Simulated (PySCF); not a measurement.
# Structure elucidation problem

An unknown has the formula C4H12N2OSi2. Its calculated NMR data are:

1H NMR (500 MHz, computed): δ 8.23 (s, 1H), 5.38 (s, 2H), 4.69 (s, 3H), 3.05 (s, 3H), 2.53 (s, 3H).

13C{1H} NMR (computed): δ 205.9 (C), 173.8 (CH), 34.1 (CH3), 25.0 (CH3).

[PySCF 2.14.0 with density-fitted response routines: shielding tensors at PBE0/pcSseg-1 (GIAO); coordinates at the GFN2-xTB level; gas phase; non-relativistic Hamiltonian; rapidly exchanging positions averaged; single conformer]

References, each an isolated molecule treated in the same way: 1H, 13C against TMS.

Propose a structure and justify it.

Results:


The formula gives 2 degrees of unsaturation (no ring in the answer). 4 carbon signals for 4 carbons: no two carbons are equivalent. Carbon types of the structure: 1 × C, 1 × CH, 2 × CH3, leaving 5 H on heteroatoms. δC 205.9: ketone carbonyl carbon; low-lying n→π* states of the double bond to the heteroatom give a large paramagnetic term (-273 ppm). δC 173.8: C=N carbon. δC 34.1: methyl carbon bonded to N; deshielded by the electronegative neighbour. δC 25.0: methyl carbon α to a carbonyl; α to the electron-withdrawing carbonyl group. δH 8.23: hydrogen on a C=N carbon. δH 3.05: hydrogen on a methyl carbon bonded to N; its carbon carries N, an electronegative neighbour. δH 2.53: hydrogen on a methyl carbon α to a carbonyl; α to C=O.

Structure: `CC(=O)/C=N/[SiH2]N(C)[SiH3]`.

The data come from this structure; uniqueness wasn't tested.

Shifts are as computed. Against solution values, carbons near 30 ppm lie about +3 ppm off and those near 130 ppm about +5 ppm. Of 1309 compounds with measured shifts, 239 miss one by over three times the rms of a fit or turn the order of signals round; such compounds aren't used in these exercises. Multiplicities follow the n + 1 count of equivalent neighbours, as no J values were calculated; m marks all less simple cases, F and P coupling included.
